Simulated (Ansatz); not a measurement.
Basis-set series for `N[SiH](O)S[SiH3]`. The species carries charge 0 and has multiplicity 1. All single points use the PBE0-D4/def2-TZVP geometry. It is one conformer, not always the lowest.

```csv
functional,basis,functions,energy (Eh),HOMO (eV),LUMO (eV)
PBE0-D4,def2-TZVPP,286,-1111.07630,-7.30,0.35
PBE0-D4,def2-QZVPP,534,-1111.11665,-7.34,0.09
ωB97M-V,def2-TZVPP,286,-1111.48303,-9.47,1.94
ωB97M-V,def2-QZVPP,534,-1111.52086,-9.51,1.36
```

(1) Give the rows for def2-SVP. (Estimate.)

## Answers

(1) Ansatz gave: 
| functional | basis | functions | energy (Eh) | HOMO (eV) | LUMO (eV) |
| --- | --- | --- | --- | --- | --- |
| PBE0-D4 | def2-SVP | 117 | -1110.55802 | -7.16 | 0.83 |
| ωB97M-V | def2-SVP | 117 | -1110.95974 | -9.28 | 2.74 |

Positive LUMOs are unbound and depend on the basis.
